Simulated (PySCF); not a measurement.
Run record: geometry optimisation, `[PH2][GeH2][CH2]CCl`.

Computed with PBE0-D3(BJ)/def2-SVP geometry optimisation, gas phase (PySCF 2.14.0). Start geometry: GFN2-xTB. The command runs a driver script over a list of jobs; the input below is this job's line of settings and its coordinates in Å.

Command:
```bash
OMP_NUM_THREADS=1 python probes_run.py task.json out
```

Input:
```
{"job": {"xc": "PBE0", "basis": "def2-SVP", "d3": "d3bj", "grid": 1, "shake": 0.01, "kind": "geom"}, "charge": 0, "multiplicity": 1}
P      1.899800     0.976420    -0.777090
Ge     0.768000    -0.907460    -0.104930
C     -0.973970    -0.389960     0.746320
C     -1.550230     0.751820    -0.019540
Cl    -1.576620     0.326320    -1.751900
H      2.414190     1.221190     0.479800
H      3.009510     0.292200    -1.192980
H      1.561330    -1.727430     0.906770
H      0.525810    -1.849880    -1.224280
H     -1.628190    -1.248140     0.778510
H     -0.807880    -0.081020     1.798710
H     -2.611670     0.944600     0.278110
H     -1.024260     1.674440     0.072190
```

Output:
```
step   0  E = -2958.37511827  max force = 0.039407
step   1  E = -2958.38418302  max force = 0.007656
step   2  E = -2958.38482083  max force = 0.001602
step   3  E = -2958.38490688  max force = 0.000736
step   4  E = -2958.38495687  max force = 0.000925
step   5  E = -2958.38498640  max force = 0.000683
step   6  E = -2958.38499954  max force = 0.000551
step   7  E = -2958.38500257  max force = 0.000309
optimisation converged
```

Energies in Eh; «max force» is the largest Cartesian gradient component in Eh/bohr.

Problem. How much energy does the optimisation release, in eV?

Solution. E(step 0) − E(last step) = 0.009884 Eh, which is 0.269 eV.

Main results: final energy -2958.38500 Eh after 7 steps; dipole 2.25 D.

Problem. Where do the atoms end?

Solution. 0.182 Å rms from the input after alignment:
```
atom  x, y, z in Å
P1     1.9718    1.0063   -0.5840
Ge2    0.7834   -0.9283   -0.0493
C3    -0.9696   -0.3618    0.6503
C4    -1.6419    0.7303   -0.1516
Cl5   -1.9643    0.2125   -1.8375
H6     2.4861    1.1718    0.7400
H7     3.1224    0.2868   -1.0313
H8     1.4972   -1.7587    1.0390
H9     0.6439   -1.7813   -1.3206
H10   -1.6216   -1.2478    0.7127
H11   -0.8139   -0.0019    1.6816
H12   -2.6130    1.0167    0.2770
H13   -1.0144    1.6312   -0.2221
```

Hardware: Arm Neoverse V1, one thread, shared host with 32 logical CPUs at a one-minute load of 32. Cost: 77 s of wall time, 0.56 GiB resident at most.
Labels such as C1 count atoms from 1, the log's own numbers from 0.
